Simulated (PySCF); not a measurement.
F3OV, multiplicity 1. Atoms are numbered in the order given.

```xyz
5

V      0.0000     0.0000    -0.0387
O      0.0000     0.0000    -1.5648
F      1.3985     0.8074     0.4966
F      0.0000    -1.6149     0.4966
F     -1.3985     0.8074     0.4966
```

Geometry: ωB97X-D3(BJ)/def2-SVP. The multiplicity is an assumed one; other spin states were not compared. The isomer is the one that the SMILES or the coordinates give; other isomers of the formula were not compared.

All values below come from ωB97X-D3(BJ)/def2-SVP (PySCF).

Frequencies are harmonic and unscaled.

Modes within 1.5 cm⁻¹ of each other (mostly degenerate sets) share a row, with their intensities summed.

```csv
mode,ν (cm⁻¹),IR (km/mol),Raman (Å⁴/amu),depolarisation,moving atoms (share of kinetic energy)
1–2,213,15.8,3.7,0.75,"F 89 %, V 9 %"
3,272,12.5,1.4,0.71,"F 64 %, V 26 %, O 11 %"
4–5,332,11.7,5.0,0.75,"O 54 %, F 35 %, V 12 %"
6,771,52.7,9.4,0.02,F 90 %
7–8,853,429.1,2.4,0.75,"F 61 %, V 38 %"
9,1234,191.6,13.2,0.17,"O 74 %, V 26 %"
```
